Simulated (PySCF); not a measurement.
FOS, doublet, geometry from GFN2-xTB, atoms displaced at random by about 0.03 Å a coordinate; PBE/cc-pVDZ, gradient by finite differences (PySCF).

PySCF was given this input:
```python
from pyscf import gto, scf, dft

mol = gto.M(
    atom='''
O    -1.18948817   -0.52104197    0.02413409
S    -0.08776707    0.46403142    0.03044682
F     1.24485533   -0.38543104   -0.00020003
''',
    basis='cc-pvdz',
    spin=1,
    verbose=4,
)

mf = dft.UKS(mol)
mf.xc = 'pbe'
mf.conv_tol = 1e-11
mf.kernel()
scan, done = mf.as_scanner(), []
scan.scf_summary = {}
def energy(d):
    c = mol.atom_coords()
    c[2, 2] += d
    e = scan(mol.set_geom_(c, unit='Bohr', inplace=False))
    done.append(scan.converged)
    return e
h = 0.01
fd = (energy(h) - energy(-h)) / (2 * h)
print('dE/dx =', fd)
```

The log (banner, timings and long lists left out):

```
PySCF version 2.14.0

[INPUT] verbose = 4
[INPUT] num. atoms = 3
[INPUT] num. electrons = 33
[INPUT] charge = 0
[INPUT] spin (= nelec alpha-beta = 2S) = 1
[INPUT] symmetry False subgroup None
[INPUT] Mole.unit = angstrom
[INPUT] Symbol           X                Y                Z      unit          X                Y                Z       unit  Magmom
[...]
nuclear repulsion = 109.667363971146
number of shells = 15
number of NR pGTOs = 93
number of NR cGTOs = 46
basis = cc-pvdz
ecp = {}

******** <class 'pyscf.dft.uks.UKS'> ********
method = UKS
initial guess = minao
damping factor = 0
level_shift factor = 0
DIIS = <class 'pyscf.scf.diis.CDIIS'>
diis_start_cycle = 1
diis_space = 8
diis_damp = 0
SCF conv_tol = 1e-11
SCF conv_tol_grad = None
SCF max_cycles = 50
direct_scf = True
direct_scf_tol = 1e-13
number electrons alpha = 17  beta = 16
XC library pyscf.dft.libxc version 7.1.2
    S. Lehtola, C. Steigemann, M. J. T. Oliveira, and M. A. L. Marques,  SoftwareX 7, 1–5 (2018)
XC functionals = pbe
    J. P. Perdew, K. Burke, and M. Ernzerhof,  Phys. Rev. Lett. 77, 3865 (1996)
    J. P. Perdew, K. Burke, and M. Ernzerhof,  Phys. Rev. Lett. 78, 1396 (1997)
    J. P. Perdew, K. Burke, and M. Ernzerhof,  Phys. Rev. Lett. 77, 3865 (1996)
    J. P. Perdew, K. Burke, and M. Ernzerhof,  Phys. Rev. Lett. 78, 1396 (1997)
radial grids:
    Treutler-Ahlrichs [JCP 102, 346 (1995); DOI:10.1063/1.469408] (M4) radial grids

becke partition: Becke, JCP 88, 2547 (1988); DOI:10.1063/1.454033
pruning grids: <function nwchem_prune>
grids dens level: 3
symmetrized grids: False
atomic radii adjust function: <function treutler_atomic_radii_adjust>
small_rho_cutoff = 0
Set gradient conv threshold to 3.16228e-06
tot grids = 47224
init E= -573.364634591078

cycle= 1 E= -572.664123672933  delta_E= 0.701  |g|= 0.713  |ddm|= 1.49
cycle= 2 E= -570.531547680023  delta_E= 2.13  |g|= 2.11  |ddm|= 1.91
cycle= 3 E= -572.738896462616  delta_E= -2.21  |g|= 0.589  |ddm|= 1.78
cycle= 4 E= -572.860201923543  delta_E= -0.121  |g|= 0.169  |ddm|= 0.492
cycle= 5 E= -572.870172781516  delta_E= -0.00997  |g|= 0.0375  |ddm|= 0.132
cycle= 6 E= -572.870901548207  delta_E= -0.000729  |g|= 0.0126  |ddm|= 0.0368
cycle= 7 E= -572.870971912887  delta_E= -7.04e-05  |g|= 0.00184  |ddm|= 0.0104
cycle= 8 E= -572.870973318388  delta_E= -1.41e-06  |g|= 0.000605  |ddm|= 0.0016
cycle= 9 E= -572.870973497897  delta_E= -1.8e-07  |g|= 0.000192  |ddm|= 0.000502
[...]
converged SCF energy = -572.870973515214  <S^2> = 0.75164442  2S+1 = 2.0016437
converged SCF energy = -572.870962611552  <S^2> = 0.75164444  2S+1 = 2.0016438
[...]

New geometry
   1 O     -1.189488170000  -0.521041970000   0.024134090000 AA   -2.247806869710  -0.984626622704   0.045606820366 Bohr
   2 S     -0.087767070000   0.464031420000   0.030446820000 AA   -0.165855725056   0.876892296993   0.057536151164 Bohr
   3 F      1.244855330000  -0.385431040000  -0.005491802109 AA    2.352435638405  -0.728359105506  -0.010378001917 Bohr

******** <class 'pyscf.scf.hf.UKS_Scanner'> ********
method = UKS_Scanner
initial guess = minao
damping factor = 0
level_shift factor = 0
DIIS = <class 'pyscf.scf.diis.CDIIS'>
diis_start_cycle = 1
diis_space = 8
diis_damp = 0
SCF conv_tol = 1e-11
SCF conv_tol_grad = None
SCF max_cycles = 50
direct_scf = True
direct_scf_tol = 1e-13
number electrons alpha = 17  beta = 16
XC library pyscf.dft.libxc version 7.1.2
    S. Lehtola, C. Steigemann, M. J. T. Oliveira, and M. A. L. Marques,  SoftwareX 7, 1–5 (2018)
XC functionals = pbe
    J. P. Perdew, K. Burke, and M. Ernzerhof,  Phys. Rev. Lett. 77, 3865 (1996)
    J. P. Perdew, K. Burke, and M. Ernzerhof,  Phys. Rev. Lett. 78, 1396 (1997)
    J. P. Perdew, K. Burke, and M. Ernzerhof,  Phys. Rev. Lett. 77, 3865 (1996)
    J. P. Perdew, K. Burke, and M. Ernzerhof,  Phys. Rev. Lett. 78, 1396 (1997)
radial grids:
    Treutler-Ahlrichs [JCP 102, 346 (1995); DOI:10.1063/1.469408] (M4) radial grids

becke partition: Becke, JCP 88, 2547 (1988); DOI:10.1063/1.454033
pruning grids: <function nwchem_prune>
grids dens level: 3
symmetrized grids: False
atomic radii adjust function: <function treutler_atomic_radii_adjust>
small_rho_cutoff = 0
Set gradient conv threshold to 3.16228e-06
tot grids = 47224
init E= -572.870852948384
cycle= 1 E= -572.870986144081  delta_E= -0.000133  |g|= 0.000692  |ddm|= 0.0106
cycle= 2 E= -572.870985939462  delta_E= 2.05e-07  |g|= 0.00114  |ddm|= 0.00144
cycle= 3 E= -572.870986313242  delta_E= -3.74e-07  |g|= 0.000683  |ddm|= 0.00124
cycle= 4 E= -572.870986496577  delta_E= -1.83e-07  |g|= 0.000172  |ddm|= 0.000572
cycle= 5 E= -572.870986507331  delta_E= -1.08e-08  |g|= 8.41e-05  |ddm|= 0.000148
cycle= 6 E= -572.870986510217  delta_E= -2.89e-09  |g|= 9.78e-06  |ddm|= 6.22e-05
cycle= 7 E= -572.870986510264  delta_E= -4.75e-11  |g|= 1.28e-06  |ddm|= 1.08e-05
cycle= 8 E= -572.870986510264  delta_E= -1.14e-13  |g|= 2.73e-07  |ddm|= 1.46e-06
Extra cycle  E= -572.870986510264  delta_E= 1.14e-13  |g|= 3.06e-07  |ddm|= 5.67e-07
converged SCF energy = -572.870986510264  <S^2> = 0.75164441  2S+1 = 2.0016437
dE/dx = 0.0011949356178320159
```
